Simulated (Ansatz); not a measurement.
Species: sum formula H$_{9}$Si$_{4}$O, net charge 0, doublet state. It need not be the lowest isomer of its formula. 
Geometry from a B3LYP-D3(BJ)/def2-TZVP (Ansatz, a program for electronic structure) optimisation:
```xyz
14

O     -0.3192     0.0844    -2.0100
Si    -0.0423    -0.0109    -0.3633
Si     1.6398    -1.5098     0.2524
Si    -1.9665    -0.6773     0.8147
Si     0.6320     2.1306     0.3039
H     -0.5304    -0.7304    -2.4747
H      2.9555    -1.3349    -0.4162
H      1.2686    -2.9498     0.2387
H     -2.4214    -2.0128     0.3495
H     -3.0761     0.2875     0.6162
H     -1.6576    -0.7625     2.2634
H     -0.3499     3.1532    -0.1309
H      1.9625     2.4686    -0.2573
H      0.7197     2.1488     1.7849
```
Charge 0, spin multiplicity 2.

Atomisation energy built up term by term with Ansatz (kcal/mol; UHF references for open shells; valence terms freeze the core; atomic spin-orbit terms are left out). CBS marks a two-point X^-3 extrapolation of the correlation energy; Hartree-Fock from the larger set.

```json
[
 {"term": "Hartree-Fock", "basis": "cc-pV(Q+d)Z", "kcal/mol": "749.58"},
 {"term": "CCSD correlation", "basis": "CBS(cc-pV(T+d)Z,cc-pV(Q+d)Z)", "kcal/mol": "(withheld)"},
 {"term": "(T)", "basis": "CBS(cc-pV(T+d)Z,cc-pV(Q+d)Z)", "kcal/mol": "(withheld)"},
 {"term": "core correlation", "basis": "cc-pwCVTZ", "kcal/mol": "-0.11"},
 {"term": "scalar relativity (X2C)", "basis": "cc-pVTZ-DK against cc-pVTZ", "kcal/mol": "-2.77"},
 {"term": "sum: De", "basis": "", "kcal/mol": "(withheld)"}
]
```

Complete the blanks.


- CCSD correlation, kcal/mol: 243.11
- (T), kcal/mol: 12.51
- sum: De, kcal/mol: 1002.3
